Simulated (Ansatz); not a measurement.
Breaking a bond: GaH, singlet.

Level of theory: full CI/aug-cc-pVQZ, cores with 3d frozen in Ansatz (a program for electronic structure).

Relative to R = 1.68 Å, what are the energies at R = 1.32, 2.99, 3.69, 5.89 Å?

1.096 eV at 1.32 Å, 1.963 eV at 2.99 Å, 2.638 eV at 3.69 Å, 2.974 eV at 5.89 Å.
